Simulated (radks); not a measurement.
Values are calculated unless marked as measured or tabulated.
All-electron atom: Nb I in [Kr] 4d4 5s1.

Level of theory: scalar-relativistic Kohn-Sham, PBEsol, spin-polarised, spherical densities, finite nucleus; open shells are filled with parallel spins first (spin-orbit coupling, left out, can overturn this in heavy ions); Fermi nuclear charge, rms radius 4.324 fm; hard spherical wall at 8 bohr (a radial shooting solver on a logarithmic mesh with Libxc functionals).

Energy parts (hartree):
| part | energy |
|---|---|
| total | -3817.55832 |
| kinetic | 3930.31174 |
| electron-nucleus | -9200.76635 |
| Hartree | 1569.57805 |
| exchange-correlation | -116.68176 |

Orbitals (lengths in bohr, moments of r in powers of bohr; r(max) is where P^2 peaks):
orbital	occ.	eigenvalue (hartree)	r(max)	<r>
1s up	1	-690.7022	0.02350	0.03611
1s down	1	-690.7020	0.02350	0.03611
2s up	1	-96.59386	0.1333	0.1581
2s down	1	-96.58223	0.1333	0.1581
2p up	3	-86.26562	0.1065	0.1378
2p down	3	-86.25687	0.1065	0.1378
3s up	1	-16.07984	0.3958	0.4436
3s down	1	-16.07262	0.3958	0.4436
3p up	3	-12.70503	0.3895	0.4461
3p down	3	-12.69704	0.3895	0.4461
3d up	5	-7.18437	0.3343	0.4333
3d down	5	-7.17272	0.3344	0.4331
4s up	1	-2.14335	1.033	1.163
4s down	1	-2.07410	1.029	1.154
4p up	3	-1.27152	1.126	1.310
4p down	3	-1.19176	1.119	1.296
5s up	1	-0.15618	3.006	3.433
4d up	4	-0.12651	1.517	2.159
5s down	0	-0.05609	3.037	3.486
4d down	0	-0.02520	1.482	2.150
5p up	0	-0.02273	3.760	4.068
5p down	0	0.07166	3.784	4.143
6s up	0	0.19103	5.803	4.882
4f up	0	0.25107	5.197	4.994
6s down	0	0.27432	5.888	4.926
4f down	0	0.33753	5.383	5.104

The highest occupied level is 4d up at -3.443 eV. The spin density at the nucleus is 8.27 e/bohr^3 (1s 0.04, 2s -0.50, 3s 0.24, 4s -2.36, 5s 10.85). Summed over all electrons, <r^2> = 55.31 bohr^2, which gives a Langevin (diamagnetic) susceptibility term of -43.8 x 10^-6 cm^3/mol.
